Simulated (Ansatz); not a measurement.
C$_{3}$H$_{7}$FSn (`C=[CH][SnH]([CH3])[F]`), relaxed with RKS PBE0-D4/def2-TZVP in Ansatz from a PBE-D4/def2-SVP geometry. The force threshold is 0.005 eV/Å; the program also tests the step.

Charge 0, multiplicity 1. Sn: def2 effective core potential.

Start:

```xyz
12

C    -0.790    0.612   -1.851
C    -0.207    1.364   -0.899
Sn    0.530    0.496    0.923
C     0.055   -1.605    1.052
F     2.499    0.583    0.804
H    -1.167    1.050   -2.793
H    -0.918   -0.480   -1.746
H    -0.100    2.453   -1.056
H     0.167    1.427    2.340
H     0.391   -2.115    0.130
H     0.577   -2.045    1.923
H    -1.037   -1.741    1.173
```

```csv
step,energy (eV),largest force (eV/Å),largest move (Å)
1,-11769.5889,0.795,0.000
2,-11769.6578,0.287,0.070
3,-11769.6631,0.080,0.073
4,-11769.6659,0.079,0.044
5,-11769.6663,0.031,0.005
6,-11769.6666,0.020,0.030
7,-11769.6671,0.047,0.050
8,-11769.6673,0.042,0.024
9,-11769.6675,0.029,0.032
10,-11769.6675,0.015,0.013
11,-11769.6676,0.021,0.010
12,-11769.6676,0.011,0.003
13,-11769.6676,0.006,0.002
14,-11769.6676,0.003,0.001
```

End:

```xyz
12

C    -0.837    0.627   -1.810
C    -0.149    1.333   -0.919
Sn    0.499    0.487    0.909
C     0.090   -1.596    1.030
F     2.431    0.611    0.874
H    -1.174    1.059   -2.749
H    -1.096   -0.416   -1.652
H     0.084    2.373   -1.133
H     0.078    1.397    2.292
H     0.459   -2.092    0.132
H     0.599   -2.010    1.900
H    -0.982   -1.773    1.126
```

It took 33 s on 4 threads of a server CPU on a shared host, with 0.65 GiB of host memory at the peak.
